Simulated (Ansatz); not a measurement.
Molecule: CuI, net charge 0, singlet state. 
Structure (B3LYP-D3(BJ)/def2-TZVP (Ansatz, a first-principles code) minimum search):
SMILES: [Cu][I]
```xyz
2

Cu     0.0000     0.0000    -1.5484
I      0.0000     0.0000     0.8472
```

Computed values are from Ansatz. Valence correlation only, unless marked. Open shells are spin-unrestricted. Spin-orbit coupling is left out. Frozen are the shells of the preceding noble gas and the d and f shells that filled before the atom's block. Past Kr the def2 sets carry scalar-relativistic core potentials. CBS(X,Y): correlation extrapolated as X^-3; Hartree-Fock from the larger set.

The T1 diagnostic of CCSD in the largest basis is 0.026, which is high, so the coupled-cluster rows are less sure than usual.

Problem. What is the atomisation energy De at CCSD(T)/CBS(def2-TZVPPD,def2-QZVPPD)?

Solution. 71.2 kcal/mol.

Problem. What is the total energy at CCSD(T)/CBS(def2-TZVPPD,def2-QZVPPD)?

Solution. -1936.3924 Eh.

Problem. What is the vertical ionisation energy (to the doublet) at CCSD(T)/CBS(def2-TZVPPD,def2-QZVPPD)?

Solution. 9.16 eV.

Problem. What is the dipole moment at CCSD(T)/def2-SVPD?

Solution. 5.71 D.
